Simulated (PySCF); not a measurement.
## How methods differ on the ionisation energy of Tc

Tc [Kr] 4d5 5s2 (6S) → Tc⁺ [Kr] 4d5 5s1 (7S), as a difference of total energies. Calculation: PySCF 2.14, in x2c-TZVPPall; scalar relativity by spin-free X2C-1e. Correlated levels: valence: [Kr] frozen. The calculations carry no spin-orbit coupling.

Task: Order these methods by the ionisation energy they give, lowest first.
A. SCS-MP2 (valence)
B. UHF
C. MP2 (valence)
D. CCSD(T) (valence)

Result: B (5.539 eV), C (6.657 eV), D (6.878 eV), A (6.902 eV).

Errors of the correlated levels include the incompleteness of this basis and the frozen core.

For comparison: 7.119 eV (measured; NIST Atomic Spectra Database, ionization energies).
